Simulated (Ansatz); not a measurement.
Saddle point of AlNH₆O₂, closed shell (AlNH₄O₂ ([NH2][Al]([OH])[OH]) + H₂ → AlH₃O₂ ([OH][AlH][OH]) + NH₃ (still joined by a long Al–N bond); bonds formed: Al1–H6, N2–H5; bonds broken: H5–H6; bonds weakened to dative contacts: Al1–N2), PBE0-D4/def2-TZVP structure:

```
10
angstrom
Al -0.0823 -0.3974 0.0064
N 0.0079 1.4508 -0.2672
O 0.5404 -1.2623 -1.3146
O -1.3905 -0.8256 0.9997
H 0.9467 0.9409 0.6125
H 1.2993 0.0948 1.0664
H -0.6760 2.0770 0.1358
H 0.3762 1.8390 -1.1251
H 0.6035 -2.2104 -1.3908
H -1.6252 -1.7068 1.2770
```

Energies are electronic, without zero-point energy. Barriers and step energies count from the start structure reached by relaxing down the imaginary mode; all methods use the PBE0-D4 structures, on which another method's saddle can fall below an end. Ansatz 0.2.0; basis: def2-TZVPP, with def2-QZVPP for the basis limit; cores frozen in the correlated methods. B3LYP uses VWN-RPA correlation. Extrapolation: Hartree–Fock as exp(−7.88 √X), correlation as X^−2.97.

| method | barrier (eV) | step energy (eV) |
| --- | --- | --- |
| SPW92 | 0.369 | -0.688 |
| PBE-D4 | ? | -0.521 |
| BLYP-D4 | 0.820 | -0.422 |
| r2SCAN-D4 | 0.717 | -0.526 |
| B97M-V | 0.736 | -0.676 |
| PBE0-D4 | ? | -0.590 |
| B3LYP-D4 | 0.869 | -0.492 |
| r2SCAN0-D4 | 0.791 | -0.576 |
| BHLYP-D4 | 0.977 | -0.575 |
| CAM-B3LYP-D4 | 0.875 | -0.549 |
| wB97X-V | 0.894 | -0.570 |
| wB97M-V | 0.910 | -0.536 |
| B2PLYP | 0.911 | -0.500 |
| PBE-QIDH | 0.845 | -0.597 |
| RPA on PBE | ? | -0.548 |
| HF | 1.294 | -0.599 |
| MP2 | 0.939 | -0.487 |
| CCSD | 0.992 | -0.559 |
| CCSD(T) | 0.938 | -0.546 |

(1) Fill in the withheld barriers. (To be estimated.)

T1 diagnostic: at most 0.013. The end structure is not quite a true minimum (one mode of 58i cm⁻¹).

Answers

(1) By the calculation: PBE-D4 0.652; PBE0-D4 0.740; RPA on PBE 0.927 eV. Each is the energy of the saddle less that of the start structure, by the same method.

For comparison, the barrier by CCSD(T) at an estimated basis limit (MP2 extrapolated from triple and quadruple zeta, plus CCSD(T) − MP2 in triple zeta) is 0.949 eV.

Labels in which every atom is bracketed show which atoms are joined, not bond orders.

For scale, one of the runs: CCSD(T)/def2-TZVPP, 219 basis functions, launched by `ansatz run in.yaml --threads 4 --pin off --events-out ev --progress --plain --max-ram 9574MiB`. Hardware: 4 CPU threads of an Intel Xeon, shared host. Wall time 76 s; peak host memory 3.4 GiB.
